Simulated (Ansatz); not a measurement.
Nb2O. The state is a singlet with charge 0. Geometry r2SCAN-D4/def2-TZVP.

```xyz
3

Nb    0.5837    0.6460   -0.8046
Nb    0.2707   -0.0874    1.1508
O    -0.8544   -0.5587   -0.3462
```

In the def2 sets Nb takes a core potential; there is no spin–orbit coupling. The restricted singlet is unstable towards broken spin symmetry at other levels; at PBE-D4/def2-SVP, r2SCAN-D4/def2-TZVPD, PBE0-D4/def2-TZVPD, r2SCAN0-D4/def2-TZVP this wasn't settled. At r2SCAN-D4/def2-TZVP the restricted singlet is unstable: a solution with broken spin symmetry lies lower. The structure comes from a short search, and lower isomers may exist.

Q: Estimate the orbital energies around the gap (eV) in Ansatz with PBE-D4/def2-SVP, r2SCAN-D4/def2-TZVP, r2SCAN-D4/def2-TZVPD, PBE0-D4/def2-TZVPD, r2SCAN0-D4/def2-TZVP.

A: 
```json
{"orbital": "HOMO−9", "PBE-D4/def2-SVP": "-34.82", "r2SCAN-D4/def2-TZVP": "-36.04", "r2SCAN-D4/def2-TZVPD": "-36.06", "PBE0-D4/def2-TZVPD": "-37.64", "r2SCAN0-D4/def2-TZVP": "-38.40"}
{"orbital": "HOMO−8", "PBE-D4/def2-SVP": "-33.06", "r2SCAN-D4/def2-TZVP": "-34.31", "r2SCAN-D4/def2-TZVPD": "-34.32", "PBE0-D4/def2-TZVPD": "-35.87", "r2SCAN0-D4/def2-TZVP": "-36.63"}
{"orbital": "HOMO−7", "PBE-D4/def2-SVP": "-21.80", "r2SCAN-D4/def2-TZVP": "-23.25", "r2SCAN-D4/def2-TZVPD": "-23.27", "PBE0-D4/def2-TZVPD": "-24.79", "r2SCAN0-D4/def2-TZVP": "-25.54"}
{"orbital": "HOMO−6", "PBE-D4/def2-SVP": "-8.70", "r2SCAN-D4/def2-TZVP": "-8.90", "r2SCAN-D4/def2-TZVPD": "-8.92", "PBE0-D4/def2-TZVPD": "-10.04", "r2SCAN0-D4/def2-TZVP": "-10.19"}
{"orbital": "HOMO−5", "PBE-D4/def2-SVP": "-8.37", "r2SCAN-D4/def2-TZVP": "-8.48", "r2SCAN-D4/def2-TZVPD": "-8.49", "PBE0-D4/def2-TZVPD": "-9.63", "r2SCAN0-D4/def2-TZVP": "-9.79"}
{"orbital": "HOMO−4", "PBE-D4/def2-SVP": "-8.31", "r2SCAN-D4/def2-TZVP": "-8.47", "r2SCAN-D4/def2-TZVPD": "-8.49", "PBE0-D4/def2-TZVPD": "-9.53", "r2SCAN0-D4/def2-TZVP": "-9.67"}
{"orbital": "HOMO−3", "PBE-D4/def2-SVP": "-4.87", "r2SCAN-D4/def2-TZVP": "-4.93", "r2SCAN-D4/def2-TZVPD": "-4.94", "PBE0-D4/def2-TZVPD": "-5.81", "r2SCAN0-D4/def2-TZVP": "-5.88"}
{"orbital": "HOMO−2", "PBE-D4/def2-SVP": "-4.77", "r2SCAN-D4/def2-TZVP": "-4.86", "r2SCAN-D4/def2-TZVPD": "-4.87", "PBE0-D4/def2-TZVPD": "-5.74", "r2SCAN0-D4/def2-TZVP": "-5.83"}
{"orbital": "HOMO−1", "PBE-D4/def2-SVP": "-4.41", "r2SCAN-D4/def2-TZVP": "-4.50", "r2SCAN-D4/def2-TZVPD": "-4.50", "PBE0-D4/def2-TZVPD": "-5.06", "r2SCAN0-D4/def2-TZVP": "-5.15"}
{"orbital": "HOMO", "PBE-D4/def2-SVP": "-4.04", "r2SCAN-D4/def2-TZVP": "-4.08", "r2SCAN-D4/def2-TZVPD": "-4.09", "PBE0-D4/def2-TZVPD": "-4.81", "r2SCAN0-D4/def2-TZVP": "-4.88"}
{"orbital": "LUMO", "PBE-D4/def2-SVP": "-2.62", "r2SCAN-D4/def2-TZVP": "-2.43", "r2SCAN-D4/def2-TZVPD": "-2.43", "PBE0-D4/def2-TZVPD": "-2.02", "r2SCAN0-D4/def2-TZVP": "-1.97"}
{"orbital": "LUMO+1", "PBE-D4/def2-SVP": "-2.58", "r2SCAN-D4/def2-TZVP": "-2.36", "r2SCAN-D4/def2-TZVPD": "-2.37", "PBE0-D4/def2-TZVPD": "-1.62", "r2SCAN0-D4/def2-TZVP": "-1.50"}
{"orbital": "LUMO+2", "PBE-D4/def2-SVP": "-2.23", "r2SCAN-D4/def2-TZVP": "-1.82", "r2SCAN-D4/def2-TZVPD": "-1.83", "PBE0-D4/def2-TZVPD": "-1.02", "r2SCAN0-D4/def2-TZVP": "-0.82"}
{"orbital": "LUMO+3", "PBE-D4/def2-SVP": "-1.72", "r2SCAN-D4/def2-TZVP": "-1.46", "r2SCAN-D4/def2-TZVPD": "-1.49", "PBE0-D4/def2-TZVPD": "-0.96", "r2SCAN0-D4/def2-TZVP": "-0.73"}
{"orbital": "LUMO+4", "PBE-D4/def2-SVP": "-1.57", "r2SCAN-D4/def2-TZVP": "-1.31", "r2SCAN-D4/def2-TZVPD": "-1.32", "PBE0-D4/def2-TZVPD": "-0.72", "r2SCAN0-D4/def2-TZVP": "-0.59"}
{"orbital": "LUMO+5", "PBE-D4/def2-SVP": "-1.23", "r2SCAN-D4/def2-TZVP": "-1.01", "r2SCAN-D4/def2-TZVPD": "-1.02", "PBE0-D4/def2-TZVPD": "-0.55", "r2SCAN0-D4/def2-TZVP": "-0.42"}
```
